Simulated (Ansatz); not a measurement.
Reaction (formal hydrolysis of a Ti–C bond): `[CH3][Ti]([OH])([OH])[F]` + H₂O → `[OH][Ti]([OH])([OH])[F]` + CH₄

Computed with Ansatz on PBE0-D4/def2-TZVP structures; ΔE is electronic, products minus reactants. CBS: MP2 limit from def2 TZ/QZ plus the TZ coupled-cluster correction, frozen cores. This one scheme is used for every species. Functionals use def2-TZVPP. B3LYP here is the variant with VWN-RPA as its local correlation; programs differ in this. For Ti outer-core shells are correlated without core-valence functions, which leaves a few kJ/mol of doubt a bond. Scalar relativity is left out up to krypton. Each species was taken in one conformer, which may not be the lowest.

| level | ΔE (kJ/mol) |
| --- | --- |
| B3LYP-D4 | -154.5 |
| SCS-MP2/def2-QZVPP | -145.4 |

(1) What does CCSD(T)/CBS give? (Best estimate.)

Largest T1 diagnostic among the species: 0.023, so the coupled-cluster value is less sure than usual.

## Answers

(1) The calculation gave: -140.4 kJ/mol. The listed levels differ from it by -14.1, -5.0 kJ/mol.

In def2-TZVPP, CCSD(T) changes the Hartree–Fock value by +9.0 kJ/mol (the triples alone add −2.4 kJ/mol) and MP2 by +7.3 kJ/mol. From PBE to PBE0 (25 % exact exchange), in def2-TZVPP and without D4, ΔE moves by +5.2 kJ/mol.
